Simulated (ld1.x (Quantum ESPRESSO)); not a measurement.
**Transferability test, TM potential for vanadium**

V, norm-conserving Troullier–Martins (Kleinman–Bylander form), made with ld1.x (Quantum ESPRESSO) 7.5 (PBE, scalar-relativistic). Core [Ar], reference 3d3 4s1 4p0 (charge +1). Waves: 4p (bound, empty): rc 2.35 bohr; 3d (bound): rc 1.65 bohr; 4s (bound): rc 2.50 bohr. Local part: the s channel. Core correction: Bessel-smoothed model core inside 1.00 bohr.

Energies are relative to the spin-unpolarised reference configuration 3d3 4s1 4p0; without spin polarisation the order of configurations can differ from experiment. Not all tests gave a result: 3 of 7 tests not solved or not reliable. The frozen-core shift is the all-electron ΔE with the core orbitals held at their reference shape minus the fully relaxed ΔE.

| valence configuration | charge | ΔE all-electron (eV) | error AE − PS (meV) | frozen-core shift (meV) |
| --- | --- | --- | --- | --- |
| 3d3 4s0 4p0 | +2 | 14.296 | -16 | +5.6 |
| 3d2 4s0 4p0 | +3 | 43.194 | -551 | +525 |
| 3d3 4s0 4p1 | +1 | 4.105 | -2.8 | +1.1 |

(1) What are ΔE and the potential's error for 3d3 4s0 4p2?

Levels in the configuration 3d3 4s0 4p1:

| level | all-electron (eV) | pseudo (eV) |
| --- | --- | --- |
| 3d | -13.807 | -13.823 |
| 4p | -7.474 | -7.477 |

Answers

(1) ΔE = -0.880 eV all-electron; the error (AE − PS) is -1.8 meV.
